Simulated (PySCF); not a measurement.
Deuteron quadrupole couplings in `CC1=C(OC=O)[SiH2][Si@@H]1F`

Compound: C4H7FO2Si2.
Structure used (GFN2-xTB), in Å, numbered top down from 1:
```xyz
16
C4H7FO2Si2 angstrom
C     -1.4263    1.7505    0.4368
C     -0.8442    0.4125    0.1552
C      0.4532    0.1015    0.0203
O      1.5134    0.9990    0.1256
C      2.6963    0.4689   -0.0433
O      2.9333   -0.6904   -0.2719
Si     0.6143   -1.7578   -0.3488
Si    -1.6739   -1.2977   -0.1093
F     -2.5890   -1.2370   -1.4559
H     -0.6584    2.5205    0.4937
H     -1.9753    1.7250    1.3783
H     -2.1376    2.0107   -0.3469
H      3.4792    1.2370    0.0511
H      1.1107   -2.1093   -1.6773
H      1.2202   -2.5611    0.7107
H     -2.7236   -1.5634    0.8703
```

Level: PBE0/pcSseg-1 (PySCF, non-relativistic); Q(2H) = 0.00286 b; rigid geometry, the same for H and D, with no vibrational averaging.

**Question.** Rank these positions by the coupling χzz of a deuteron there, largest first.
A. H15 (Si–H hydrogen)
B. H12 (methyl hydrogen)
C. H13 (formyl hydrogen)

**Answer.** B (208 kHz), C (186 kHz), A (111 kHz).

**Question.** Tabulate Vzz, the asymmetry η and χzz = 234.96 MHz × Q × Vzz for every hydrogen position.

**Answer.** 
```json
{"atom": "H10", "bonded to": "C1", "bond length (Å)": "1.089", "Vzz (au)": "0.3092", "η": "0.03", "χzz (kHz)": "208"}
{"atom": "H11", "bonded to": "C1", "bond length (Å)": "1.090", "Vzz (au)": "0.3104", "η": "0.02", "χzz (kHz)": "209"}
{"atom": "H12", "bonded to": "C1", "bond length (Å)": "1.090", "Vzz (au)": "0.3096", "η": "0.02", "χzz (kHz)": "208"}
{"atom": "H13", "bonded to": "C5", "bond length (Å)": "1.101", "Vzz (au)": "0.2767", "η": "0.04", "χzz (kHz)": "186"}
{"atom": "H14", "bonded to": "Si7", "bond length (Å)": "1.461", "Vzz (au)": "0.1653", "η": "0.04", "χzz (kHz)": "111"}
{"atom": "H15", "bonded to": "Si7", "bond length (Å)": "1.461", "Vzz (au)": "0.1653", "η": "0.04", "χzz (kHz)": "111"}
{"atom": "H16", "bonded to": "Si8", "bond length (Å)": "1.460", "Vzz (au)": "0.1641", "η": "0.01", "χzz (kHz)": "110"}
```

**Question.** Average by the element that carries the hydrogen.

**Answer.** on C: 203 kHz over 4 positions, mean bond length 1.092 Å; on Si: 111 kHz over 3 positions, mean bond length 1.461 Å.

**Question.** Give the 2H NMR doublet splittings at H11 for a magnetic field along the z, y and x axes of the gradient: 3χ/2, 3χ(1 + η)/4, 3χ(1 − η)/4.

**Answer.** With |χ| = 208.6 kHz and η = 0.024: 313, 160 and 153 kHz, to first order and without motion.

Geometry: GFN2-xTB, one conformer, isolated molecule. GFN2-xTB bond lengths can be off by several hundredths of an ångström, more for odd bonds, and the gradients follow them. With so small a basis the couplings can be 20 % off.
